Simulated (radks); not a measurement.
Valence configurations of the terbium ion Tb+ (all share [Xe]). Method: scalar-relativistic Kohn-Sham, r2SCAN, spin-polarised, spherical densities, finite nucleus; open shells are filled with parallel spins first (spin-orbit coupling, left out, can overturn this in heavy ions); meta-GGA in the generalised Kohn-Sham scheme; Fermi nuclear charge, rms radius 5.06 fm; computed with a radial shooting solver on a logarithmic mesh with Libxc functionals. Energies are relative to 4f9 6s1; eigenvalues in eV for spin up.

| valence | E (eV) | moment (Bohr magnetons) | e(4f) | e(5d) | e(6p) | e(6s) |
|---|---|---|---|---|---|---|
| 4f9 6s1 | 0.000 | 6 | -11.011 | - | - | -9.274 |
| 4f8 5d1 6s1 | 0.483 | 8 | -17.456 | -8.870 | - | -10.136 |
| 4f8 6s2 | 1.008 | 6 | -20.073 | - | - | -10.544 |
| 4f9 5d0.5 6s0.5 | 1.046 | 6 | -10.092 | -6.607 | - | -8.572 |
| 4f8 5d2 | 1.689 | 8 | -15.230 | -7.495 | - | - |
| 4f9 6s0.5 6p0.5 | 1.769 | 6 | -11.649 | - | -6.066 | -9.475 |
| 4f9 5d1 | 1.998 | 6 | -9.220 | -6.024 | - | - |
| 4f8 6s1 6p1 | 3.622 | 8 | -21.059 | - | -7.558 | -11.765 |
| 4f7 5d2 6s1 | 4.536 | 10 | -24.745 | -10.534 | - | -10.788 |
| 4f10 | 4.595 | 4 | -5.873 | - | - | - |

NIST lists [Xe] 4f9 6s1 as the ground configuration; this level of theory agrees among the configurations tried. The energies are those of spherical high-spin densities, not of single terms.
